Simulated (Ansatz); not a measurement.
A structure relaxed at PBE0-D4/def2-TZVP, charge 0, multiplicity 1:

```xyz
12

F    -0.7143    1.0599    2.3893
C    -0.3751    0.5363    1.2074
C    -1.3677    0.2013    0.3091
C    -1.0027   -0.3414   -0.9144
C     0.3294   -0.5363   -1.2127
F     0.6927   -1.0565   -2.3840
C     1.3074   -0.1909   -0.2920
F     2.5861   -0.3861   -0.5973
C     0.9664    0.3503    0.9307
H    -2.4060    0.3637    0.5662
H    -1.7481   -0.6188   -1.6491
H     1.7318    0.6186    1.6467
```

Q: Give its formula and SMILES.

A: C6H3F3, `Fc1ccc(F)c(F)c1`.

Q: Point group (tolerance 0.08 Å, 0.16 Å for H)?

A: Cs.

Q: Summarise the bond lengths by kind.

A: 3 × C–F 1.329 to 1.336 Å; 6 × C–C 1.379 to 1.387 Å; 3 × C–H 1.082 to 1.083 Å.

All numbers were calculated with Ansatz.
